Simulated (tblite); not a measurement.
Compound: C3H8N4SSi2.
Cartesian coordinates in Å at the GFN2-xTB level; atoms count from 1:
```xyz
18
C3H8N4SSi2 angstrom
C      3.2299    0.3356    0.0464
S      1.8305    0.4587    1.2006
Si     0.2180    0.0981   -0.1641
N      0.0523    1.4073   -1.2458
C      0.6030   -1.5004   -1.0710
N      0.8828   -2.4702   -1.6120
N     -1.1931   -0.1863    0.7928
Si    -2.7488   -0.7212    0.2669
C     -2.8906    0.0198   -1.4428
N     -2.9328    0.4919   -2.4859
H      3.2009   -0.6222   -0.4635
H      4.1337    0.4139    0.6414
H      3.1875    1.1496   -0.6703
H      0.7825    2.0708   -1.4342
H     -0.6941    1.4545   -1.9190
H     -1.0638   -0.1019    1.7876
H     -2.8436   -2.1721    0.1046
H     -3.7631   -0.1197    1.1271
```

Method: GFN2-xTB as coded in tblite; computed harmonic values from a numerical Hessian at the method's own geometry, unscaled. This tight-binding method is rough: wavenumbers can miss measured ones by several per cent, in bad cases by 10 to 20. Modes of hydrogen on silicon can be 10 to 20 % off. One conformer, not necessarily the lowest. The optimisation stopped once no atom felt more than 0.01 eV/Å.

Lowest wavenumbers of the output (negative numbers stand for imaginary wavenumbers):
```
mode    cm-1
  1    -140.5
  2      21.0
  3      42.3
  4      48.7
  5      70.8
  6      87.0
  7     101.5
  8     122.9
  9     130.6
 10     170.2
```

Q: Is this structure a minimum?

A: No. 1 mode is imaginary beyond 20i (140i cm⁻¹), so at this level the point lies at or near a first-order saddle.

Q: Which atoms move in the imaginary mode?

A: 140i: H14 (N–H hydrogen) 60 %, N4 (silicon-bound nitrogen) 25 %. These are shares of the mass-weighted motion.

Q: What is the remedy?

A: Step along that mode in both directions, optimise again with tighter thresholds and repeat the frequencies. The zero-point energy of this point (70.9 kcal/mol) counts the 47 real modes alone, and thermal corrections from it aren't those of a minimum.
